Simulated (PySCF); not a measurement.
Mg2O, SMILES [O]([Mg])[Mg] (connectivity only; charge and spin as stated), neutral, multiplicity 1. Atoms are numbered in the order given.

```xyz
3

Mg     0.0000     0.0000     1.8001
O      0.0000     0.0000     0.0000
Mg     0.0000     0.0000    -1.8001
```

The structure is a stationary point at PBE0-D3(BJ)/def2-TZVP.

Computed with r2SCAN/def2-TZVPD (PySCF).

ESP charges are fitted to the potential on shells at 1.4 to 2.0 van der Waals radii. Atomic charges (e):

```tsv
atom	ESP fit	IAO
Mg1	0.23	[?]
O2	-0.46	[?]
Mg3	0.23	[?]
```

Task: Some entries are withheld; supply them. (Estimate from the structure and the level; the computed values follow.)

Result: 
- Mg1, IAO: 0.84
- O2, IAO: -1.68
- Mg3, IAO: 0.84
